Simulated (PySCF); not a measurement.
# Cl⁺ (chlorine, charge +1) across methods

[Ne] 3s2 3p3 3d1, high-spin 5D determinant (an excited configuration). Computed with PySCF 2.14 in x2c-TZVPPall with one added diffuse shell each of s, p, d type (6s6p4d1f, 51 functions), with scalar relativity by spin-free X2C-1e.

```tsv
method	E (hartree)	mean ε 3s β (eV)	mean ε 3p α (eV)	mean ε 3d α (eV)	Σ⟨r²⟩ (bohr²)	⟨S²⟩
BP86	-460.6412	-31.862	-22.973	-6.447	24.16	6.000
PBE0	-460.4491	-33.047	-24.837	-7.354	23.97	6.000
PBEsol	-459.7188	-31.519	-22.888	-6.287	24.14	6.000
UHF	-459.98041	-35.759	-29.850	-9.974	24.00	6.001
LDA	-459.0733	-31.886	-22.948	-6.305	24.25	6.000
r2SCAN	-460.5630	-31.592	-23.662	-6.443	24.00	6.001
PBE	-460.4166	-31.580	-22.935	-6.364	24.10	6.000
LC-wPBE	-460.4712	-36.139	-27.792	-9.856	23.69	6.000
```

Task: Estimate the same row for r2SCAN0.

Result: E (hartree) = -460.5613; mean ε 3s β (eV) = -33.007; mean ε 3p α (eV) = -25.334; mean ε 3d α (eV) = -7.411; Σ⟨r²⟩ (bohr²) = 23.92; ⟨S²⟩ = 6.001.

The outer electron is Rydberg-like, and this basis confines it to a smaller radius and binds it less than a complete one would.
